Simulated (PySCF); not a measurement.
PySCF input file for AlFH3N, SMILES [NH2][AlH][F], TDA-ωB97X/def2-SVPD. Geometry: r2SCAN-D4/def2-TZVP. One conformer was computed; it need not be the lowest.

```python
import numpy as np
from pyscf import gto, scf, dft, tdscf

mol = gto.M(
    atom='''
    Al   -0.46094523   -0.08800794    0.00000000
    H    -2.02264577   -0.23878573    0.00000000
    F     0.49245808   -1.43733688    0.00000000
    N     0.34051417    1.47636865    0.00000000
    H     1.33829956    1.62124535    0.00000000
    H    -0.13908767    2.36309500    0.00000000
    ''',
    basis='def2-SVPD',
    charge=0,
    spin=0,
    symmetry=True,
    max_memory=1600,
    verbose=4,
)
mf = dft.RKS(mol, xc='wb97x').density_fit(auxbasis='def2-universal-jkfit')
mf.grids.level = 3
mf.conv_tol = 1e-9
mf.max_cycle = 100
mf.kernel()
mf.grids = dft.Grids(mol).set(level=1).build(with_non0tab=True)  # coarser grid for the response kernel
td = tdscf.TDA(mf)
td.singlet = True
td.nstates = 10
td.conv_tol = 1e-4
td.kernel(x0=td.get_init_guess(mf, 15))
td.analyze()
tt = tdscf.TDA(mf)
tt.singlet = False
tt.nstates = 4
tt.conv_tol = 1e-4
tt.kernel(x0=tt.get_init_guess(mf, 9))
tt.analyze(verbose=3)
```

Output:

```
PySCF version 2.14.0

[INPUT] verbose = 4
[INPUT] num. atoms = 6
[INPUT] num. electrons = 32
[INPUT] charge = 0
[INPUT] spin (= nelec alpha-beta = 2S) = 0
[INPUT] symmetry True subgroup None
[INPUT] Mole.unit = angstrom
[INPUT] Symbol           X                Y                Z      unit          X                Y                Z       unit  Magmom
[INPUT]  1 Al    -0.460945230000  -0.088007940000   0.000000000000 AA   -0.871060243125  -0.166310903387   0.000000000000 Bohr   0.0
[INPUT]  2 H     -2.022645770000  -0.238785730000   0.000000000000 AA   -3.822246552310  -0.451239632154   0.000000000000 Bohr   0.0
[INPUT]  3 F      0.492458080000  -1.437336880000   0.000000000000 AA    0.930610899029  -2.716173051937   0.000000000000 Bohr   0.0
[INPUT]  4 N      0.340514170000   1.476368650000   0.000000000000 AA    0.643478522834   2.789932407394   0.000000000000 Bohr   0.0
[INPUT]  5 H      1.338299560000   1.621245350000   0.000000000000 AA    2.529019641026   3.063709692225   0.000000000000 Bohr   0.0
[INPUT]  6 H     -0.139087670000   2.363095000000   0.000000000000 AA   -0.262837603604   4.465602356329   0.000000000000 Bohr   0.0

nuclear repulsion = 99.9220503886094
point group symmetry = Cs
symmetry origin: [2.36215766e-09 1.77161830e-09 0.00000000e+00]
symmetry axis x: [ 1.00000000e+00 -3.46050566e-09  0.00000000e+00]
symmetry axis y: [3.46050566e-09 1.00000000e+00 0.00000000e+00]
symmetry axis z: [0. 0. 1.]
num. orbitals of irrep A' = 65
num. orbitals of irrep A" = 26
number of shells = 39
number of NR pGTOs = 135
number of NR cGTOs = 91
basis = def2-SVPD
ecp = {}


******** <class 'pyscf.df.df_jk.DFSymAdaptedRKS'> ********
method = DFSymAdaptedRKS
initial guess = minao
damping factor = 0
level_shift factor = 0
DIIS = <class 'pyscf.scf.diis.CDIIS'>
diis_start_cycle = 1
diis_space = 8
diis_damp = 0
SCF conv_tol = 1e-09
SCF conv_tol_grad = None
SCF max_cycles = 100
direct_scf = False
XC library pyscf.dft.libxc version 7.1.2
    S. Lehtola, C. Steigemann, M. J. T. Oliveira, and M. A. L. Marques,  SoftwareX 7, 1–5 (2018)
XC functionals = wb97x
    J.-D. Chai and M. Head-Gordon,  J. Chem. Phys. 128, 084106 (2008)
radial grids:
    Treutler-Ahlrichs [JCP 102, 346 (1995); DOI:10.1063/1.469408] (M4) radial grids

becke partition: Becke, JCP 88, 2547 (1988); DOI:10.1063/1.454033
pruning grids: <function nwchem_prune>
grids dens level: 3
symmetrized grids: True
atomic radii adjust function: <function treutler_atomic_radii_adjust>
small_rho_cutoff = 0
Freeze 0 electrons in irreps []
    32 free electrons in irreps A' A"
Set gradient conv threshold to 3.16228e-05
Initial guess from minao.
tot grids = 76768
******** <class 'pyscf.df.df.DF'> ********
auxbasis = def2-universal-jkfit
Create RSH-DF object <pyscf.df.df.DF object> for omega=0.3
******** <class 'pyscf.df.df.DF'> ********
auxbasis = auxmol.basis = def2-universal-jkfit
init E= -398.551457738144
HOMO (A") = -0.336241720005329  LUMO (A') = -0.0206374845505115  gap/eV = 8.58803
cycle= 1 E= -398.626851585067  delta_E= -0.0754  |g|= 0.651  |ddm|= 2.74
HOMO (A") = -0.310454317858291  LUMO (A') = 0.0582784998236519  gap/eV = 10.03373
cycle= 2 E= -398.624466506494  delta_E= 0.00239  |g|= 0.744  |ddm|= 1.08
HOMO (A") = -0.378060799597785  LUMO (A') = 0.0526901653287486  gap/eV = 11.72133
cycle= 3 E= -398.714471523699  delta_E= -0.09  |g|= 0.0436  |ddm|= 0.453
HOMO (A") = -0.387142774540011  LUMO (A') = 0.0533485510905947  gap/eV = 11.98638
cycle= 4 E= -398.714943462862  delta_E= -0.000472  |g|= 0.0299  |ddm|= 0.0901
HOMO (A") = -0.380130742012589  LUMO (A') = 0.0540303278873222  gap/eV = 11.81412
cycle= 5 E= -398.715158663043  delta_E= -0.000215  |g|= 0.00588  |ddm|= 0.0318
HOMO (A") = -0.38122384076529  LUMO (A') = 0.0537906625824842  gap/eV = 11.83735
cycle= 6 E= -398.715169747075  delta_E= -1.11e-05  |g|= 0.000841  |ddm|= 0.00967
HOMO (A") = -0.381331001242314  LUMO (A') = 0.0537178672910383  gap/eV = 11.83828
cycle= 7 E= -398.715170278058  delta_E= -5.31e-07  |g|= 0.000163  |ddm|= 0.00282
HOMO (A") = -0.381350626317642  LUMO (A') = 0.0537158048396296  gap/eV = 11.83876
cycle= 8 E= -398.715170300576  delta_E= -2.25e-08  |g|= 3.72e-05  |ddm|= 0.00068
HOMO (A") = -0.381354530122396  LUMO (A') = 0.0537129036497763  gap/eV = 11.83879
cycle= 9 E= -398.71517030188  delta_E= -1.3e-09  |g|= 9.87e-06  |ddm|= 0.000187
HOMO (A") = -0.381355007093361  LUMO (A') = 0.0537126338752634  gap/eV = 11.83879
cycle= 10 E= -398.715170301962  delta_E= -8.17e-11  |g|= 1.7e-06  |ddm|= 4.41e-05
HOMO (A") = -0.381355260775296  LUMO (A') = 0.0537125569133456  gap/eV = 11.83880
Extra cycle  E= -398.715170301962  delta_E= -5.68e-14  |g|= 9.15e-07  |ddm|= 5.38e-06
converged SCF energy = -398.715170301962
tot grids = 24192


******** <class 'pyscf.tdscf.rks.TDA'> for <class 'pyscf.df.df_jk.DFSymAdaptedRKS'> ********
nstates = 10 singlet
deg_eia_thresh = 1.000e-03
wfnsym = None
conv_tol = 0.0001
eigh lindep = 1e-12
eigh level_shift = 0
eigh max_cycle = 100


Excitation energies (eV)
[ 6.77857052  7.38387647  7.88478927  8.00998093  8.9091352   8.99588893
  9.04464738  9.40516661  9.52752191 10.0321709 ]

** Singlet excitation energies and oscillator strengths **
Excited State   1:   A"      6.77857 eV    182.91 nm  f=0.0932
      16 -> 17        0.64329
      16 -> 20       -0.22093
      16 -> 21       -0.13068
Excited State   2:   A'      7.38388 eV    167.91 nm  f=0.1084
      16 -> 18       -0.68939
Excited State   3:   A"      7.88479 eV    157.24 nm  f=0.0048
      15 -> 18        0.13955
      16 -> 19        0.65612
      16 -> 26        0.11560
Excited State   4:   A"      8.00998 eV    154.79 nm  f=0.1403
      15 -> 18        0.67345
      16 -> 19       -0.12511
Excited State   5:   A"      8.90914 eV    139.17 nm  f=0.0209
      15 -> 18        0.10200
      16 -> 20       -0.43916
      16 -> 21        0.44773
      16 -> 26        0.25191
Excited State   6:   A'      8.99589 eV    137.82 nm  f=0.1743
      15 -> 17        0.49841
      15 -> 19       -0.45761
Excited State   7:   A"      9.04465 eV    137.08 nm  f=0.0000
      16 -> 21        0.29321
      16 -> 22        0.51588
      16 -> 24        0.18461
      16 -> 26       -0.29319
Excited State   8:   A'      9.40517 eV    131.83 nm  f=0.2993
      15 -> 17       -0.40512
      15 -> 19       -0.47331
      15 -> 20        0.27576
Excited State   9:   A"      9.52752 eV    130.13 nm  f=0.0065
      16 -> 17       -0.23770
      16 -> 19       -0.11213
      16 -> 20       -0.44373
      16 -> 21       -0.38280
      16 -> 22        0.24103
      16 -> 26       -0.11483
Excited State  10:   A'     10.03217 eV    123.59 nm  f=0.1637
      15 -> 19       -0.10537
      15 -> 20       -0.18428
      16 -> 23        0.64703

** Transition electric dipole moments (AU) **
state          X           Y           Z        Dip. S.      Osc.
  1         0.0000     -0.0000      0.7492      0.5613      0.0932
  2        -0.4358     -0.6398      0.0000      0.5992      0.1084
  3         0.0000     -0.0000      0.1581      0.0250      0.0048
  4        -0.0000      0.0000      0.8454      0.7147      0.1403
  5        -0.0000     -0.0000      0.3093      0.0957      0.0209
  6        -0.8882      0.0461      0.0000      0.7910      0.1743
  7         0.0000      0.0000      0.0059      0.0000      0.0000
  8         0.3209      1.0937      0.0000      1.2991      0.2993
  9        -0.0000      0.0000     -0.1671      0.0279      0.0065
 10        -0.7643      0.2863      0.0000      0.6661      0.1637

** Transition velocity dipole moments (imaginary part, AU) **
state          X           Y           Z        Dip. S.      Osc.
  1         0.0000     -0.0000      0.1707      0.0292      0.0780
  2        -0.0695     -0.1058      0.0000      0.0160      0.0394
  3         0.0000     -0.0000      0.0607      0.0037      0.0085
  4        -0.0000      0.0000      0.1603      0.0257      0.0582
  5         0.0000     -0.0000      0.0450      0.0020      0.0041
  6        -0.2575      0.0043      0.0000      0.0663      0.1338
  7        -0.0000      0.0000     -0.0045      0.0000      0.0000
  8         0.0787      0.3263      0.0000      0.1127      0.2174
  9        -0.0000      0.0000     -0.0409      0.0017      0.0032
 10        -0.2404      0.0600     -0.0000      0.0614      0.1110

** Transition magnetic dipole moments (imaginary part, AU) **
state          X           Y           Z
  1        -0.8049      0.2470      0.0000
  2        -0.0000     -0.0000     -0.1925
  3         0.3041     -0.0978     -0.0000
  4         0.2362     -1.4724      0.0000
  5         0.0100      0.0013     -0.0000
  6        -0.0000     -0.0000      1.0037
  7        -0.0801     -0.1164     -0.0000
  8        -0.0000      0.0000      1.6022
  9        -0.0024     -0.0555      0.0000
 10        -0.0000     -0.0000     -0.4585


******** <class 'pyscf.tdscf.rks.TDA'> for <class 'pyscf.df.df_jk.DFSymAdaptedRKS'> ********
nstates = 4 triplet
deg_eia_thresh = 1.000e-03
wfnsym = None
conv_tol = 0.0001
eigh lindep = 1e-12
eigh level_shift = 0
eigh max_cycle = 100


Excitation energies (eV)
[6.37160013 6.48212898 7.31548144 7.86286691]

** Triplet excitation energies and oscillator strengths **
Excited State   1:   A'      6.37160 eV    194.59 nm  f=0.0000
Excited State   2:   A"      6.48213 eV    191.27 nm  f=0.0000
Excited State   3:   A"      7.31548 eV    169.48 nm  f=0.0000
Excited State   4:   A"      7.86287 eV    157.68 nm  f=0.0000
```

The run converged.

Cost: about 50 core-seconds (a rough figure).
